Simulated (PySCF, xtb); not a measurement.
CH5ClF2Si2, SMILES FC[Si@H](F)[SiH2]Cl.

GFN2-xTB (xtb) at its own geometry gives an orbital gap of 4.38 eV and a dipole moment of 1.69 D.

Geometry optimised at B3LYP-D3(BJ)/def2-SVP. The structure was generated by enumeration; whether it is a known compound was not checked. One conformer was computed; it need not be the lowest.

Q: What does PBE/def2-TZVP in PySCF give? (Estimate from the structure and the level; the computed values follow.)

A: gap 5.14 eV (levels -6.96 and -1.82 eV), dipole 1.18 D.
